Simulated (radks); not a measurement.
Polarisabilities and homonuclear dispersion coefficients (atomic units). Level of theory: non-relativistic Kohn-Sham, LB94 model potential, spin-polarised, spherical densities, point nucleus; open shells are filled with parallel spins first (spin-orbit coupling, left out, can overturn this in heavy ions) (a radial shooting solver on a logarithmic mesh with Libxc functionals). Response by self-consistent Sternheimer equations with the Hartree and adiabatic LDA kernel. For heavy and open-shell atoms this level of theory can miss by tens of per cent. "Uncoupled" leaves out the induced potential. Quadrupole and octupole values are given only where no p, d or f shell is open. The Sternheimer factor gamma scales a distant field gradient at the nucleus by 1 - gamma.

species,configuration,alpha1 (bohr^3),"alpha1, uncoupled",alpha2 (bohr^5),alpha3 (bohr^7),C6,C8,Sternheimer gamma,recommended alpha1
Ne2+,[He] 2s2 2p4,0.8579,1.073,-,-,1.076,-,-,-
P+,[Ne] 3s2 3p2,14.38,23.10,-,-,73.77,-,-,-
Ni+,[Ar] 3d9,6.368,8.478,-,-,21.45,-,-,-
Ca,[Ar] 4s2,123.1,223.2,-,-,1507,-,-,160.8 +/- 4
Sr,[Kr] 5s2,151.9,274.6,4350,75260,2173,248400,26.0,197.2 +/- 0.2
In,[Kr] 4d10 5s2 5p1,53.69,84.05,-,-,509.8,-,-,65 +/- 4
N,[He] 2s2 2p3,7.373,9.360,-,-,24.35,-,-,7.4 +/- 0.2

Recommended values: Schwerdtfeger and Nagle, table of static dipole polarisabilities (2023 update), measured or computed.

Beside tabulated values, note that relativity, absent from the non-relativistic runs, is large for the heavy elements.
